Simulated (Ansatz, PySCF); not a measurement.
Spin states of COOs (SMILES [O+]#[C-]->[Os]), each relaxed with B3LYP-D3(BJ)/def2-TZVP.
State 1 (charge 0, multiplicity 3):
```
atom    x (Å)    y (Å)    z (Å)
----  -------  -------  -------
Os    -1.0118  -0.8084  -0.9236
O      0.8564   0.7302   0.7569
C      0.1223   0.1257   0.0965
```
State 2 (charge 0, multiplicity 1):
```xyz
3

Os    -1.011    -0.808    -0.923
O      0.856     0.730     0.756
C      0.122     0.126     0.097
```

```
level                     energy of the multiplicity-1 state less that of the multiplicity-3 state (kcal/mol)  cost
------------------------  -----------------------------------------------------------------------------------  ----
PBE/def2-TZVPP                                                                                          24.30    ×1
PBE-D3(BJ)/def2-TZVPP                                                                                   24.30    ×1
BLYP/def2-TZVPP                                                                                         21.43    ×1
r2SCAN/def2-TZVPP                                                                                       27.36    ×7
r2SCAN-D3(BJ)/def2-TZVPP                                                                                27.36    ×7
r2SCAN-D4/def2-TZVPP                                                                                    27.36    ×7
PBE0/def2-TZVPP                                                                                         25.28  ×0.8
PBE0-D3(BJ)/def2-TZVPP                                                                                  25.28  ×0.8
PBE0-D4/def2-TZVPP                                                                                      25.28  ×0.8
BHLYP/def2-TZVPP                                                                                        23.32  ×0.7
BHLYP-D3(BJ)/def2-TZVPP                                                                                 23.32  ×0.7
BHLYP-D4/def2-TZVPP                                                                                     23.32  ×0.7
CAM-B3LYP/def2-TZVPP                                                                                    22.84  ×0.5
CAM-B3LYP-D4/def2-TZVPP                                                                                 22.84  ×0.5
wB97X-V/def2-TZVPP                                                                                      21.23    ×4
wB97M-V/def2-TZVPP                                                                                      21.87    ×5
B2PLYP/def2-TZVPP                                                                                       22.38  ×0.8
B2PLYP-D4/def2-TZVPP                                                                                    22.38  ×0.8
CCSD/def2-SVP                                                                                           23.27     -
CCSD(T)/def2-TZVPP                                                                                      20.43    ×9
```

The rows run from 20.43 (CCSD(T)/def2-TZVPP) to 27.36 kcal/mol (r2SCAN-D3(BJ)/def2-TZVPP). The dispersion term adds 0.00 in PBE-D3(BJ), 0.00 in r2SCAN-D3(BJ), 0.00 in r2SCAN-D4. The 9 functionals in def2-TZVPP without D3 or D4 span 6.13, from wB97X-V to r2SCAN.

Singlets are restricted, other states unrestricted; no spin–orbit coupling, no relativity up to Kr; see below for the cores. The largest T1 diagnostic is 0.053.

Correlated levels freeze the inner cores; with def2 sets outer-core shells near the valence are correlated too.

Doubts at one or more of the structures used: a restricted determinant that unrestricted orbitals would lower (B2PLYP/def2-TZVPP, B2PLYP-D4/def2-TZVPP, CCSD/def2-SVP, CCSD(T)/def2-TZVPP); a spin-contaminated determinant (CCSD/def2-SVP, CCSD(T)/def2-TZVPP); T1 above 0.05 (CCSD(T)/def2-TZVPP).

Run with Ansatz (a quantum-chemistry and plane-wave program); PySCF for the dispersion terms.  In def2 rows elements past Kr take small-core potentials, without spin–orbit coupling.

Costs are rough ratios of core time to PBE/def2-TZVPP (about 29 s over the structures, on one shared machine); a dash marks a level with no comparable run of its own.
